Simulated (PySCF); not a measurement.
BH5OSn, SMILES B[O][SnH3].

Coordinates come from a PBE-D3(BJ)/def2-SVP optimisation. The def2 effective core potentials stand for the cores of Sn; spin–orbit coupling is left out.

Level of theory: PBE-D3(BJ)/def2-SVP in PySCF.

Frequencies are harmonic and unscaled.

```csv
mode,ν (cm⁻¹),IR (km/mol),moving atoms (share of kinetic energy)
1,50,0.2,"H 66 %, O 23 %, B 11 %"
2,204,3.9,"B 36 %, H 32 %, O 25 %"
3,297,0.3,H 92 %
4,465,37.5,"H 67 %, O 17 %, B 8 %"
5,493,29.3,"H 89 %, O 8 %"
6,498,37.2,"O 54 %, H 32 %, Sn 10 %"
7,663,148.7,H 98 %
8,668,65.8,H 99 %
9,680,91.3,H 99 %
10,974,29.9,"H 70 %, B 21 %, O 10 %"
11,1019,42.8,"H 71 %, B 28 %"
12,1165,1.6,"H 83 %, O 16 %"
13,1359,294.6,"B 55 %, O 31 %, H 14 %"
14,1859,49.7,H 100 %
15,1891,131.4,H 99 %
16,1894,148.0,H 99 %
17,2420,159.9,H 95 %
18,2516,204.3,"H 88 %, B 12 %"
```
